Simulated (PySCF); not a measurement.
Al(Cl)(OH)(SH) (AlClH₂OS), SMILES [OH][Al]([SH])[Cl].

Geometry optimised at B3LYP-D3(BJ)/def2-SVP. Other conformers were not sampled.

Calculation: IEF-PCM-ωB97X/def2-SVP run with PySCF.

The values are the electrostatic part of the solvation free energy, E(continuum) − E(gas) at the gas-phase geometry, in a cavity of scaled van der Waals radii (PySCF's table); cavitation and dispersion terms are not included. A continuum can't describe solvent molecules that bind to the metal. In vacuum the orbital gap is 11.59 eV. The dipole moment in vacuum is 2.13 D.

```
solvent         ε  ΔG(elec) (kcal/mol)  dipole (D)  gap (eV)
----------  -----  -------------------  ----------  --------
water       78.36                 -8.2        2.74     11.91
2-propanol  19.26                 -7.6        2.70     11.89
1-octanol    9.86                 -7.0        2.65     11.86
```
